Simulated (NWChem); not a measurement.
Molecule: CrNH₃SO₂; SMILES [SH][Cr]([NH2])(=[O])=[O]

```xyz
8

Cr     0.1098     0.3618    -0.0005
O      0.7255     0.7836     1.3425
O      0.9971     0.6491    -1.2195
N     -1.4519     1.1681    -0.1790
H     -1.9414     1.6086     0.5951
H     -1.8408     1.4067    -1.0877
S     -0.1164    -1.8406    -0.0287
H     -0.6082    -1.8869     1.2314
```
Atoms are numbered in this order, from 1.

All runs: NWChem. Medium grid unless said otherwise, to which SCAN and Minnesota functionals are sensitive. Geometry: optimised at PBE0/def2-SVP. Not confirmed as a minimum by frequencies.

For level MN15-L/def2-SVP:

- highest occupied level (eV) = -6.63
- orbital gap (eV) = 2.56

Q: Estimate the same quantities for level M06-L/def2-SVP.

A: 
* **highest occupied level (eV)**: -6.48
* **orbital gap (eV)**: 2.35
